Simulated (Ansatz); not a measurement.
Basis-set extrapolation for `OBCS[SiH3]` (PBE0-D4/def2-TZVP geometry, frozen core, the Gaussian-basis code of Ansatz). Multiplicity 1, RHF reference.

```csv
,def2-TZVPP,def2-QZVPP
HF,-828.107677,-828.134718
MP2 correlation,-0.815473,-0.877871
CCSD(T) correlation,-0.906847,not run
```

Energies in hartree. Use E(X) = E(∞) + A·exp(−7.88·√X) for Hartree–Fock and E(X) = E(∞) + B·X^(−2.97) for correlation, with X = 3 and 4, and add CCSD(T) minus MP2 of the smaller set to the MP2 limit.

What is the CCSD(T) energy at the basis-set limit?

HF limit: -828.134718 + (-0.027041) × 0.13774 = -828.13844. MP2 limit: -0.877871 + (-0.062398) × 0.74074 = -0.92409. Higher-order term: -0.906847 − (-0.815473) = -0.09137. Total: -829.15390 hartree, 365.9 kJ/mol below CCSD(T)/def2-TZVPP.
